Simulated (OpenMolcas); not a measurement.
# Cr2+: ligand-field states by method

Cr2+ with 4 ligands (chloride) in tetrahedral coordination (Td) at 2.43 Å. A charge of +0.5 e stands 2.6 Å behind each ligand. Ligand basis ANO-RCC-VDZP.

```yaml
Program: OpenMolcas 26.06
Basis: ANO-RCC-VDZP [5s4p2d1f]
Scalar_Hamiltonian: DKH2, point nucleus
Active_space: 4 electrons in 5 orbitals (3d)
State_averaging: 2S+1 = 5 even, 5 roots; 2S+1 = 3 even, 45 roots; 2S+1 = 1 even, 50 roots
Spin-orbit_coupling: state interaction with AMFI integrals over the reference wave functions
```

I. CASSCF
II. SS-CASPT2, IPEA 0.25 Eh, imaginary shift 0.1 Eh (closed shells correlated: 3s 3p and the ligand valence shells)
III. SS-CASPT2, IPEA 0.5 Eh, imaginary shift 0.1 Eh (closed shells correlated: 3s 3p and the ligand valence shells)

Spin-free states (labels of Td) in cm-1, each column counted from its own energy of the first state listed:

```json
{"State": "5T2", "Degeneracy": "3", "I": "0", "II": "0", "III": "0"}
{"State": "5E", "Degeneracy": "2", "I": "2551", "II": "3180", "III": "3450"}
{"State": "3T1", "Degeneracy": "3", "I": "17414", "II": "15520", "III": "15490"}
{"State": "3T2", "Degeneracy": "3", "I": "18391", "II": "16290", "III": "16710"}
{"State": "3T1", "Degeneracy": "3", "I": "19500", "II": "16770", "III": "17490"}
{"State": "3E", "Degeneracy": "2", "I": "20314", "II": "17990", "III": "18840"}
{"State": "3T1", "Degeneracy": "3", "I": "21486", "II": "17440", "III": "18400"}
{"State": "3T2", "Degeneracy": "3", "I": "22002", "II": "18110", "III": "18970"}
{"State": "3T1", "Degeneracy": "3", "I": "23099", "II": "19850", "III": "20510"}
{"State": "3A2", "Degeneracy": "1", "I": "23404", "II": "19300", "III": "20400"}
{"State": "3T2", "Degeneracy": "3", "I": "23610", "II": "19480", "III": "20500"}
{"State": "1A1", "Degeneracy": "1", "I": "24389", "II": "22410", "III": "20770"}
{"State": "3E", "Degeneracy": "2", "I": "24520", "II": "20990", "III": "21850"}
{"State": "1T1", "Degeneracy": "3", "I": "26009", "II": "23100", "III": "22630"}
{"State": "3A1", "Degeneracy": "1", "I": "26061", "II": "22400", "III": "23230"}
{"State": "3T1", "Degeneracy": "3", "I": "26097", "II": "23390", "III": "23670"}
{"State": "1T2", "Degeneracy": "3", "I": "27574", "II": "24210", "III": "24460"}
{"State": "1E", "Degeneracy": "2", "I": "28782", "II": "24470", "III": "24560"}
{"State": "1A1", "Degeneracy": "1", "I": "29415", "II": "24100", "III": "25230"}
{"State": "1A2", "Degeneracy": "1", "I": "29759", "II": "26060", "III": "26930"}
```

From I to II, I's first state of the same spin (5E) moves from 2551 to 3180 cm-1, by about +630 cm-1.

From I to II, I's first state of another spin (3T1) moves from 17414 to 15520 cm-1, by about -1900 cm-1.

I: A least-squares ligand-field fit to the states below 45000 cm-1, each weighted by its degeneracy and with a free common offset, gives 10Dq = -2527 cm-1 (negative for this site), B = 951 cm-1 and C = 3643 cm-1 (C/B = 3.83), with an rms deviation of 97 cm-1. The same method and metal basis give the free ion B = 1014 cm-1 (fit to its terms below 60000 cm-1, rms deviation 81 cm-1), so the nephelauxetic ratio is β = 951 / 1014 = 0.94; it hangs on how both fits weigh the states, and computed free-ion B values tend to be too large, so β mixes covalency with correlation.

χT at 300 K: I 2.63, II 2.65, III 2.66 cm3 K/mol.

Roots that are degenerate in the reference are averaged as groups; the widest CASPT2 spread within a group is 910 cm-1 (the 3-fold group of multiplicity 3 near 42100 cm-1 above the lowest state of its run, II). Shifts and gaps below about the spread of the groups concerned are not significant. Over all roots computed the reference weight is 0.73 to 0.75 in II, 0.73 to 0.75 in III; a low but even weight reflects the number of correlated electrons. An orbital triplet at a regular site is open to Jahn-Teller coupling, which can distort the site and quench the lowest spin-orbit gaps and is left out. Ligand-to-metal charge-transfer states are missing. With no ligand orbital active B as a rule stays too high, so bands that hang on it stand too high and its fall with covalency is understated. Without dynamic correlation the repulsion within the d shell is too large (B by tens of per cent), so at a given field states of lower spin stand too high (holds for I). With metal d orbitals alone and no dynamic correlation the field as a rule comes out too small, by tens of per cent, by up to half for chloride and softer ligands (holds for I). These CASPT2 states fit no ligand-field parameters well, so their order and spin gaps are uncertain (holds for II; III). With one d shell and no ligand orbital active, 10Dq can be off by tens of per cent for divalent 3d ions, low with halides held by bare charges and at times high in hosts (holds for II; III). Free-ion shares, where given, are those of the reference states; single-state CASPT2 does not remix them (holds for II; III). No measured value stands beside these numbers; the geometry was imposed, not optimised, and the real ion may take another.
